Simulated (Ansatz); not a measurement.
Stepwise reaction of `[SiH3][SiH2][GeH2][SiH3]` with water, as a gas-phase model of exchange steps in deposition or etching. ΔE in kJ/mol; ΔG adds harmonic PBE0-D4 terms to CCSD(T)/CBS, at 1 bar.

Isolated molecules relaxed with PBE0-D4/def2-TZVP in Ansatz; ΔE leaves out vibrations. CCSD(T)/CBS is the MP2 limit (def2-TZVPP, def2-QZVPP) plus CCSD(T) − MP2 in def2-TZVPP, frozen cores. This one scheme is used for every species. DFT in def2-TZVPP. B3LYP here is the variant with VWN-RPA as its local correlation; programs differ in this. For Ge outer-core shells are correlated without core-valence functions, which leaves a few kJ/mol of doubt a bond. Scalar relativity is left out up to krypton. Each species was taken in one conformer, which may not be the lowest.

```tsv
step	reaction	PBE-D4	B3LYP-D4	ωB97M-V	CCSD(T)/CBS	ΔG(500 K)
2	`[OH][GeH2][SiH2][SiH3]` + H₂O → `O[SiH2][GeH2][OH]` + SiH₄	-48.0	-71.3	-74.5	-66.2	-63.5
```

Problem. Give the row of step 1, `[SiH3][SiH2][GeH2][SiH3]` + H₂O → `[OH][GeH2][SiH2][SiH3]` + SiH₄. (Best estimate.)

Solution. The calculation gave: 
| step | reaction | PBE-D4 | B3LYP-D4 | ωB97M-V | CCSD(T)/CBS | ΔG(500 K) |
| --- | --- | --- | --- | --- | --- | --- |
| 1 | `[SiH3][SiH2][GeH2][SiH3]` + H₂O → `[OH][GeH2][SiH2][SiH3]` + SiH₄ | 18.0 | 5.2 | 4.9 | 12.8 | 13.5 |

Problem. By hand: ΔE of the 2 steps together at CCSD(T)/CBS.

Solution. (12.8) + (-66.2) = -53.4 kJ/mol, or -26.7 kJ/mol a step.

In ΔE each step is lower than the one before. ΔG lies between -63.5 and 13.5 kJ/mol a step. PBE-D4 differs from CCSD(T)/CBS by 5.2 to 18.2 kJ/mol a step. Only this route is followed, and other bonds may react first. Isolated molecules leave out the surface, adducts and barriers. Largest T1 diagnostic: 0.013.
